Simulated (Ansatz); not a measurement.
Gas-phase electronic energies from Ansatz, PBE0-D4/def2-TZVP geometries. CBS: MP2 limit from def2 TZ/QZ plus the TZ coupled-cluster correction, frozen cores. This one scheme is used for every species. Functionals use def2-TZVPP. B3LYP here is the variant with VWN-RPA as its local correlation; programs differ in this.

Consider the substitution at a C–Si bond: `CC([SiH3])(Cl)Cl` + HCl → `CC(Cl)(Cl)Cl` + SiH₄.

CCSD(T)/CBS gives +16.1 kcal/mol.

Problem. Another level gave +15.2 kcal/mol. Which?
A. CCSD/def2-TZVPP
B. B3LYP/def2-TZVPP
C. BLYP/def2-TZVPP
D. SCS-MP2/def2-TZVPP

Solution. D. SCS-MP2/def2-TZVPP 15.2, B3LYP 14.2, CCSD/def2-TZVPP 16.5, BLYP 13.0 kcal/mol.

Largest T1 diagnostic among the species: 0.011.

Leaving LDA and LC-ωPBE aside and taking each functional with its dispersion term where it has one, the values, not all of them listed here, spread over 2.3 kcal/mol, from revPBE-D4 to BHLYP-D4. From r2SCAN to r2SCAN0 (25 % exact exchange), in def2-TZVPP and without D4, ΔE moves by +0.8 kcal/mol.
